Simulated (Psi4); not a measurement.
C4H12Si, triplet, at the geometry of the source list (a higher spin typed on purpose: for a closed-shell molecule this is an excited state); CISD/STO-3G run with Psi4 1.11.

Here is a job for Psi4.
```
memory 2 GB

molecule {
0 3
  C    -0.40850000   -1.21310000   -1.41620000
  Si   -0.00000000   -0.00000000    0.00000000
  C     0.00820000    1.78590000   -0.67430000
  C    -1.31830000   -0.15620000    1.37180000
  C     1.71870000   -0.41660000    0.71880000
  H    -1.38230000   -1.00360000   -1.84870000
  H    -0.42140000   -2.24090000   -1.06610000
  H     0.32380000   -1.14990000   -2.21550000
  H     0.23780000    2.50350000    0.10760000
  H    -0.95720000    2.05610000   -1.09180000
  H     0.74890000    1.90980000   -1.45860000
  H    -2.31050000    0.07470000    0.99580000
  H    -1.34960000   -1.16260000    1.77840000
  H    -1.11550000    0.52210000    2.19510000
  H     1.74890000   -1.42830000    1.11220000
  H     2.49410000   -0.33730000   -0.03730000
  H     1.98300000    0.25640000    1.52890000
}

set basis sto-3g
set reference uhf

energy('cisd')
print_variables()
```

What the program printed (banner, timings and long lists left out):

```
Traceback (most recent call last):
  File "psi4", line 375, in <module>
  File "<string>", line 38, in <module>
  File "site-packages/psi4/driver/driver.py", line 461, in energy
  File "site-packages/psi4/driver/task_planner.py", line 255, in task_planner
  File "site-packages/psi4/driver/driver_util.py", line 222, in negotiate_derivative_type
  File "site-packages/psi4/driver/driver_util.py", line 355, in highest_analytic_derivative_available

psi4.driver.p4util.exceptions.MissingMethodError: Method=cisd is not available for any derivative level under conditions CI_TYPE=CONV, REFERENCE=UHF, FREEZE_CORE=FALSE, QC_MODULE=(auto). See https://psicode.org/psi4manual/master/introduction.html#ss-cisd. Or did you mean? ccd ccsd cisdt cisdtq qcisd lccsd ci2 ci3 ci4 ci5 ci6 ci7 ci8 ci9 ci10 ci11 ci12 ci13 ci14 ci15 ci16 ci17 ci18 ci19 ci20 ci21 ci22 ci23 ci24 ci25 ci26 ci27 ci28 ci29 ci30 ci31 ci32 ci33 ci34 ci35 ci36 ci37 ci38 ci39 ci40 ci41 ci42 ci43 ci44 ci45 ci46 ci47 ci48 ci49 ci50 ci51 ci52 ci53 ci54 ci55 ci56 ci57 ci58 ci59 ci60 ci61 ci62 ci63 ci64 ci65 ci66 ci67 ci68 ci69 ci70 ci71 ci72 ci73 ci74 ci75 ci76 ci77 ci78 ci79 ci80 ci81 ci82 ci83 ci84 ci85 ci86 ci87 ci88 ci89 ci90 ci91 ci92 ci93 ci94 ci95 ci96 ci97 ci98

Printing out the relevant lines from the Psithon --> Python processed input file:
      H     1.98300000    0.25640000    1.52890000
    """)
    core.IO.set_default_namespace("")
    core.set_global_option("BASIS", "sto-3g")
    core.set_global_option("REFERENCE", "uhf")
--> energy('cisd')
    print_variables()

!----------------------------------------------------------------------------------!
!                                                                                  !
!  Method=cisd is not available for any derivative level under conditions          !
!     CI_TYPE=CONV, REFERENCE=UHF, FREEZE_CORE=FALSE, QC_MODULE=(auto). See        !
!     https://psicode.org/psi4manual/master/introduction.html#ss-cisd. Or did you  !
!     mean? ccd ccsd cisdt cisdtq qcisd lccsd ci2 ci3 ci4 ci5 ci6 ci7 ci8 ci9 ci10 !
!     ci11 ci12 ci13 ci14 ci15 ci16 ci17 ci18 ci19 ci20 ci21 ci22 ci23 ci24 ci25   !
!     ci26 ci27 ci28 ci29 ci30 ci31 ci32 ci33 ci34 ci35 ci36 ci37 ci38 ci39 ci40   !
!     ci41 ci42 ci43 ci44 ci45 ci46 ci47 ci48 ci49 ci50 ci51 ci52 ci53 ci54 ci55   !
!     ci56 ci57 ci58 ci59 ci60 ci61 ci62 ci63 ci64 ci65 ci66 ci67 ci68 ci69 ci70   !
!     ci71 ci72 ci73 ci74 ci75 ci76 ci77 ci78 ci79 ci80 ci81 ci82 ci83 ci84 ci85   !
!     ci86 ci87 ci88 ci89 ci90 ci91 ci92 ci93 ci94 ci95 ci96 ci97 ci98             !
!                                                                                  !
!----------------------------------------------------------------------------------!
```

The input was rejected before any calculation.
